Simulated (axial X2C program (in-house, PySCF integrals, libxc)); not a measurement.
**Nuclear properties of AgH⁻**

Calculated with an in-house all-electron X2C program for linear molecules (integrals from PySCF): two-component X2C with atomic mean-field Coulomb and Gaunt terms, Gaussian nuclei, basis Ag dyall-acv3z, H dyall-av3z with contracted cores.

R = 1.701 Å (near the PBE0 minimum at charge -1 of the determinant lowest at the starting distance; the state shown can have its own minimum elsewhere).

Determinant lowest in the PBE0 search, Ω = 1/2 (⟨Sz⟩ = 0.50, ⟨Lz⟩ = 0.00 at PBE0), spin on the atoms Ag 0.43, H 0.07:

```tsv
level	Eeff magnitude (GV/cm)	Ws magnitude Ag (kHz)	A∥/gI Ag (MHz)	qzz Ag (a.u.)	A∥/gI H (MHz)	qzz H (a.u.)
PBE0	3.89	4.43	1030	-1.79	32.8	0.08
HF	2.39	2.79	525	-2.70	22.5	0.08
BP86	3.95	4.49	1130	-1.28	36.8	0.07
LDA	4.08	4.59	1190	-1.23	36.9	0.07
B3LYP	3.99	4.52	1080	-1.61	40.3	0.08
```

Determinant 0.78 eV from it at PBE0 and this distance, Ω = 3/2 (⟨Sz⟩ = 0.50, ⟨Lz⟩ = 1.00 at PBE0), spin on the atoms Ag 0.50, H 0.00:

| level | Eeff magnitude (GV/cm) | Ws magnitude Ag (kHz) | A∥/gI Ag (MHz) | qzz Ag (a.u.) | A∥/gI H (MHz) | qzz H (a.u.) |
| --- | --- | --- | --- | --- | --- | --- |
| PBE0 | 0.0708 | 0.0215 | 31.8 | -0.36 | -0.756 | 0.07 |
| HF | 0.0288 | 0.00577 | 30.5 | -1.83 | -1.13 | 0.08 |
| BP86 | 0.0652 | 0.0202 | 30.9 | 0.29 | -0.522 | 0.07 |
| LDA | 0.102 | 0.0325 | 35.8 | 0.52 | -0.642 | 0.07 |
| B3LYP | 0.0313 | 0.00853 | 24.6 | -0.11 | -0.305 | 0.07 |

Eeff is the effective electric field on the electron electric dipole moment in this Ω state and Ws the scalar–pseudoscalar constant of the nucleus named (defined with the proton number Z and per Ω); A∥ (defined per Ω) follows by multiplying with gI = μI/(I μN); qzz is the electric field gradient, eQq0 = 234.96 MHz × Q/barn × qzz. The operators were transformed with the bare-nucleus X2C matrices; with these basis sets, hyperfine constants and field gradients can be off by tens of per cent, and where levels differ in sign neither size nor sign is settled.

(1) With gI(1H) = 5.5857 (g factors from the IAEA table of nuclear moments by Stone), turn the PBE0 values of the first state into constants in MHz.

Each state is one determinant with collinear spin. Unrestricted Hartree–Fock can overshoot spin polarisation at the nuclei. For an anion, determinants above electron detachment, or with a positive highest level, are held by the basis set. Where Eeff spreads by more than a factor of two the levels disagree and none is to be relied on. The search compared states at one distance, so a state with another bond length can lie lower. Where a field gradient or hyperfine factor spreads by more than a factor of two over the levels, a constant derived from it is not to be relied on. PBE0 term energies can be off by some tenths of an eV.

## Answers

(1) A∥(1H) = 32.8 × 5.5857 = 183 MHz.
